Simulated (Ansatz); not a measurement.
WO2(OH)2 (WO₄H₂). Total charge 0; singlet. Geometry PBE-D4/def2-SVP; atoms count from 1.

```
atom    x (Å)    y (Å)    z (Å)
  W1   0.0884  -0.3008   0.1045
  O2  -0.7594  -1.7728  -0.2030
  O3   1.4798  -0.6807   1.0534
  O4  -1.0180   0.8843   1.0965
  H5  -1.9577   0.7380   1.3085
  O6   0.6270   0.4479  -1.5574
  H7   1.5400   0.6841  -1.8026
```

In the def2 sets W takes a core potential; there is no spin–orbit coupling.

Question: Estimate the Mulliken populations from the PBE0/def2-TZVP orbitals of Ansatz.

Answer: 
```tsv
atom	charge (e)	d electrons
W1	1.53	3.49
O2	-0.48	–
O3	-0.48	–
O4	-0.65	–
H5	0.37	–
O6	-0.65	–
H7	0.37	–
```
Mulliken values and Mayer orders depend strongly on the basis.

Question: And the Mayer bond orders between bonded heavy atoms (over 0.3)?

Answer: W1–O2 2.04 (1.73 Å); W1–O3 2.04 (1.73 Å); W1–O4 1.03 (1.90 Å); W1–O6 1.03 (1.90 Å).
